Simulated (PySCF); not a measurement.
## A small calculation by hand: entropy of an ideal gas

C2H, SMILES [C-]#C, charge -1.

Geometry optimised at PBE-D3(BJ)/def2-TZVPD.

PBE-D3(BJ)/def2-TZVPD (PySCF) gives the harmonic wavenumbers 507, 507, 1838, 3273 cm⁻¹ and the rotational temperature 1.9898 K. The molar mass is 25.03 g/mol, the symmetry number 1, the spin multiplicity 1.

Problem. Work out the entropy at 298.15 K and 1 atm in the rigid-rotor, harmonic-oscillator model.

Solution. 
Translation (Sackur–Tetrode at 1 atm): S = R[1.5 ln M + 2.5 ln T − 1.16487] = 148.9 J/(mol K).
Rotation: q = T/(σ θ) = 150, S = R[ln q + 1] = 50.0 J/(mol K).
Vibration: with u = 1.4388 ν/T, each mode gives R[u/(e^u − 1) − ln(1 − e^−u)]:
| ν (cm⁻¹) | modes | u | S (J/(mol K)) |
|---|---|---|---|
| 507 | 2 | 2.45 | 5.36 |
| 1838 | 1 | 8.87 | 0.01 |
The stiffer modes add less than 0.005 each. Sum 5.4 J/(mol K).
Spin: R ln 1 = 0.0 J/(mol K).
Total 204.2 J/(mol K); the program's own thermochemistry gives 204.3. Translation makes up 73 % and vibration 3 %. Anharmonicity, hindered rotation and orbital degeneracy are left out.
